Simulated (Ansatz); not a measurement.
`F[SiH2][SbH2]` + `C=NO` → `C=N[SiH2][SbH2]` + `OF`  (formal exchange of groups at the Si–F bond)

Computed with Ansatz on PBE0-D4/def2-TZVP structures; ΔE is electronic, products minus reactants. CCSD(T)/CBS adds triple-zeta CCSD(T) − MP2 to the extrapolated MP2 energy (def2 sets, frozen cores). This one scheme is used for every species. DFT in def2-TZVPP. def2 core potentials past Kr. For Sb outer-core shells are correlated without core-valence functions, which leaves a few kJ/mol of doubt a bond. Each species was taken in one conformer, which may not be the lowest.

CCSD(T)/CBS gives +3.51 eV.

**Question.** Another level gave +3.71 eV. Which?
A. r2SCAN/def2-TZVPP
B. CCSD(T)/def2-TZVPP
C. HF/def2-TZVPP
D. MP2/def2-TZVPP

**Answer.** C. HF/def2-TZVPP 3.71, MP2/def2-TZVPP 3.57, r2SCAN 3.49, CCSD(T)/def2-TZVPP 3.45 eV.

Largest T1 diagnostic among the species: 0.014.

The D4 term adds −0.10 eV with B3LYP and −0.06 eV with PBE0; it sums over pairs of atoms, weighted by their polarisabilities, and B3LYP, whose exchange is more repulsive, gets the larger term. From PBE to PBE0 (25 % exact exchange), in def2-TZVPP and without D4, ΔE moves by +0.11 eV. In def2-TZVPP, CCSD(T) changes the Hartree–Fock value by −0.27 eV (the triples alone add −0.06 eV) and MP2 by −0.14 eV.

B3LYP here is the variant with VWN-RPA as its local correlation; programs differ in this.
